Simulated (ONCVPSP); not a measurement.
Potentials for Mg (Z = 12) compared

Generated with ld1.x 7.5 (TM, RRKJ, ultrasoft, PAW), atompaw 4.2 or ONCVPSP 4.0.1. The cutoff is in Ry: for ld1.x and atompaw files where the sum of valence levels is converged to 10 mRy in a Bessel basis, for ONCV files where the hardest occupied wave has 1 mHa per electron of residual kinetic energy. The error is the largest all-electron minus pseudo excitation energy over each file’s own four to seven test configurations (ionisations up to +4, promotions, holes and added fractions of an electron), all of which were solved. The labels leave out finer settings (local radius, basis sizes, second energies), which also bear on the numbers. Spin-polarised tests are not counted. The rows are a selection from randomly drawn settings: files with unsolved tests, undetermined cutoffs or missed reference levels are left out.

```tsv
potential	cutoff (Ry)	largest error (meV)	bound ghosts
ONCV, PBEsol, scalar-relativistic, rc 1.20/1.20/1.20 (spd), local d, core correction yes, reference 2s2 2p6 3s1, qcut 10.5/12.3/6.7, projectors 2/2/0	112	-0.7	none
ONCV, PBE, scalar-relativistic, rc 1.35/0.85/1.35 (spd), local smoothed, core correction yes, reference 2s2 2p6 3s0.5, qcut 7.7/17/6.6, projectors 2/2/2	204	+0.5	none
ONCV, LDA (Perdew-Wang 92), scalar-relativistic, rc 1.20/0.70/1.25 (spd), local smoothed, core correction yes, reference 2s2 2p6 3s0.5, qcut 8.3/20.6/9.1, projectors 2/2/2	287	+0.3	none
```

Task: Fill in the row for Mg: ONCV, PBE, scalar-relativistic, rc 1.05/1.40/1.05 (spd), local d, core correction no, reference 2s2 2p6 3s1 3p1, qcut 10.7/11.7/9.4, projectors 2/2/0.

Result: cutoff 92 Ry, largest error +536 meV, bound ghosts: none.

Task: Fill in the row for Mg: ONCV, revPBE, scalar-relativistic, rc 1.10/1.00 (sp), local smoothed, core correction no, reference 2s2 2p6 3s2, qcut 10.5/12.8, projectors 2/1.

Result: cutoff 136 Ry, largest error -267 meV, bound ghosts: none.

Task: Fill in the row for Mg: ONCV, PBE, scalar-relativistic, rc 1.45/1.20 (sp), local smoothed, core correction yes, reference 2s2 2p6 3s2, qcut 7.2/13.6, projectors 2/2.

Result: cutoff 124 Ry, largest error -268 meV, bound ghosts: none.
